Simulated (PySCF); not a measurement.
# Electron correlation in Tm (thulium, neutral)

[Xe] 4f13 5d1 6s1, one real determinant (an excited configuration). All numbers are calculated (PySCF 2.14, the spin-free X2C one-electron Hamiltonian (Gaussian nucleus), in cc-pVDZ-X2C (8s7p5d3f1g, 84 functions)). Frozen: [Kr] 4d10; 23 electrons correlated.

MP2 pair energies summed by pair of shells (mhartree):

| pair | energy | share (%) |
| --- | --- | --- |
| 4f-4f | -542.46 | 54.1 |
| 4f-5p | -217.47 | 21.7 |
| 5p-5p | -108.08 | 10.8 |
| 4f-5s | -50.56 | 5.0 |
| 5s-5p | -27.75 | 2.8 |
| 5p-5d | -15.76 | 1.6 |
| 5p-6s | -13.06 | 1.3 |
| 4f-5d | -10.41 | 1.0 |
| 4f-6s | -7.18 | 0.7 |
| 5s-5s | -5.58 | 0.6 |
| 5d-6s | -3.23 | 0.3 |
| 5s-5d | -1.31 | 0.1 |
| 5s-6s | -0.57 | 0.1 |

Total MP2 correlation energy: -1003.4 mhartree.

Same-spin part -395.57 and opposite-spin part -607.84 mhartree; SCS-MP2 scales them by 1/3 and 6/5 to -861.27 mhartree.

The reference is one real determinant that mixes LS terms of this configuration.
